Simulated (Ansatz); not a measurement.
`C/C(O)=[N]\[SbH2]`. The species carries charge 0 and has multiplicity 1. Sb takes the def2 core potential.

Cartesian coordinates in Å:
```
C 0.048 0.219 1.351
C 0.677 0.451 0.011
O 1.583 1.454 0.060
N 0.457 -0.136 -1.083
Sb -0.802 -1.727 -1.234
H -1.012 0.482 1.306
H 0.113 -0.838 1.619
H 0.528 0.815 2.125
H 1.923 1.544 -0.841
H -1.323 -1.263 -2.793
H -2.191 -1.000 -0.521
```

Problem. What are the harmonic wavenumbers in cm⁻¹ at PBE0-D4/def2-TZVP (Ansatz, finite differences of forces, unscaled)? (An estimate is asked.)

Solution. Computed: 37, 93, 156, 165, 351, 449, 535, 630, 673, 681, 699, 837, 907, 1010, 1053, 1234, 1348, 1400, 1471, 1477, 1748, 1909, 1965, 3059, 3124, 3170, 3775.

Problem. Is this a minimum?

Solution. Yes, all 27 modes are real.

Problem. Give the ideal-gas thermochemistry at 298.15 K and 1 bar (rigid rotor, harmonic oscillator; point group C1, symmetry number 1).

Solution. Zero-point energy 203.1 kJ/mol; H(298) − E = 224.6 kJ/mol; entropy 367.7 J/(mol·K), of which translation 173.7, rotation 116.1, vibration 77.8; G(298) − E = 115.0 kJ/mol. Modes under 100 cm⁻¹ are hindered rotations or soft bends, so the harmonic entropy is rough.

Problem. And at 400, 500, 600, 800 and 1000 K?

Solution. 
```csv
T (K),H − E (kJ/mol),S (J/mol/K),G − E (kJ/mol)
400,236.7,402.4,75.7
500,250.6,433.3,33.9
600,266.1,461.5,-10.8
800,300.9,511.5,-108.3
1000,339.6,554.6,-215.0
```

Problem. Rotational constants (cm⁻¹)?

Solution. 0.2832, 0.04081, 0.03635.
